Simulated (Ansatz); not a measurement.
Consider the formal exchange of groups at a B–C bond: `BC#C` + `O1[SiH2]P1` → `B[SiH]1OP1` + `C#C`.

Computed with Ansatz on PBE0-D4/def2-TZVP structures; ΔE is electronic, products minus reactants. CCSD(T)/CBS adds triple-zeta CCSD(T) − MP2 to the extrapolated MP2 energy (def2 sets, frozen cores). This one scheme is used for every species. DFT in def2-TZVPP.

**Question.** Is it downhill or uphill in electronic energy at CCSD(T)/CBS, and by how much? (An estimate is asked.)

**Answer.** Ansatz gave: Uphill: ΔE = +56.4 kJ/mol.

**Question.** What do these levels give: r2SCAN-D4, B97M-V, r2SCANh-D4, ωB97X-V, B2PLYP, revPBE, r2SCAN, PBE0, r2SCANh, r2SCAN0, LC-ωPBE, CCSD/CBS(def2)? (Best estimate.)

**Answer.** Computed: r2SCAN-D4 54.9, B97M-V 57.2, r2SCANh-D4 56.4, ωB97X-V 62.1, B2PLYP 63.1, revPBE 51.5, r2SCAN 55.6, PBE0 55.5, r2SCANh 57.1, r2SCAN0 59.3, LC-ωPBE 60.3, CCSD/CBS(def2) 60.2 kJ/mol.

Largest T1 diagnostic among the species: 0.021, so the coupled-cluster value is less sure than usual.

From r2SCAN to r2SCAN0 (25 % exact exchange), in def2-TZVPP and without D4, ΔE moves by +3.7 kJ/mol. In def2-TZVPP, CCSD(T) changes the Hartree–Fock value by −24.2 kJ/mol (the triples alone add −3.8 kJ/mol) and MP2 by −17.4 kJ/mol.
